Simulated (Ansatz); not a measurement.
C$_{4}$H$_{6}$Zn, relaxed with RKS PBE-D4/def2-SVP in Ansatz from a rough embedded geometry. The force threshold is 0.03 eV/Å; the program also tests the step.

Charge 0, multiplicity 1. The bonds changed during the relaxation, so this is another structure than the one it started from.

Start:

```xyz
11

C     1.889   -0.290    0.692
C     0.771   -0.697    0.259
Zn   -1.506   -1.850   -0.423
C    -0.493   -0.521   -0.595
C    -1.183    0.775   -0.142
H     2.363    0.646    0.414
H     2.485   -0.941    1.404
H    -0.158   -0.396   -1.648
H    -0.554    1.674   -0.175
H    -2.101    0.925   -0.737
H    -1.512    0.675    0.952
```

```json
{"step": "1", "energy (eV)": "-52637.1473", "largest force (eV/Å)": "11.330", "largest move (Å)": "0.000"}
{"step": "2", "energy (eV)": "-52638.5219", "largest force (eV/Å)": "6.810", "largest move (Å)": "0.111"}
{"step": "3", "energy (eV)": "-52639.4626", "largest force (eV/Å)": "3.760", "largest move (Å)": "0.197"}
{"step": "4", "energy (eV)": "-52640.0773", "largest force (eV/Å)": "1.626", "largest move (Å)": "0.174"}
{"step": "5", "energy (eV)": "-52640.3680", "largest force (eV/Å)": "1.540", "largest move (Å)": "0.195"}
{"step": "6", "energy (eV)": "-52640.5055", "largest force (eV/Å)": "0.920", "largest move (Å)": "0.182"}
{"step": "7", "energy (eV)": "-52640.5407", "largest force (eV/Å)": "0.505", "largest move (Å)": "0.154"}
{"step": "8", "energy (eV)": "-52640.5757", "largest force (eV/Å)": "0.524", "largest move (Å)": "0.071"}
{"step": "9", "energy (eV)": "-52640.6015", "largest force (eV/Å)": "0.326", "largest move (Å)": "0.162"}
{"step": "10 (rejected)", "energy (eV)": "-52640.6004", "largest force (eV/Å)": "0.392", "largest move (Å)": "0.200"}
{"step": "11", "energy (eV)": "-52640.6145", "largest force (eV/Å)": "0.154", "largest move (Å)": "0.097"}
{"step": "12", "energy (eV)": "-52640.6222", "largest force (eV/Å)": "0.098", "largest move (Å)": "0.088"}
{"step": "13", "energy (eV)": "-52640.6296", "largest force (eV/Å)": "0.139", "largest move (Å)": "0.146"}
{"step": "14 (rejected)", "energy (eV)": "-52640.6078", "largest force (eV/Å)": "0.527", "largest move (Å)": "0.196"}
{"step": "15", "energy (eV)": "-52640.6348", "largest force (eV/Å)": "0.064", "largest move (Å)": "0.098"}
{"step": "16", "energy (eV)": "-52640.6378", "largest force (eV/Å)": "0.068", "largest move (Å)": "0.100"}
{"step": "17", "energy (eV)": "-52640.6412", "largest force (eV/Å)": "0.108", "largest move (Å)": "0.146"}
{"step": "18", "energy (eV)": "-52640.6422", "largest force (eV/Å)": "0.208", "largest move (Å)": "0.195"}
{"step": "19", "energy (eV)": "-52640.6434", "largest force (eV/Å)": "0.184", "largest move (Å)": "0.016"}
{"step": "20", "energy (eV)": "-52640.6446", "largest force (eV/Å)": "0.105", "largest move (Å)": "0.077"}
{"step": "21", "energy (eV)": "-52640.6453", "largest force (eV/Å)": "0.044", "largest move (Å)": "0.033"}
{"step": "22", "energy (eV)": "-52640.6454", "largest force (eV/Å)": "0.021", "largest move (Å)": "0.023"}
```

End:

```xyz
11

C     1.915   -0.578    0.733
C     0.922   -0.132   -0.008
Zn   -1.098   -2.594    0.153
C    -0.097    0.287   -0.738
C    -1.321    0.983   -0.204
H     2.803    0.040    0.953
H     1.887   -1.598    1.159
H    -0.056    0.104   -1.830
H    -1.493    1.947   -0.729
H    -2.226    0.358   -0.370
H    -1.237    1.182    0.881
```

Hardware: 2 threads of an AMD EPYC 7R13 on a shared host. Wall time 120 s, peak host memory 0.18 GiB.
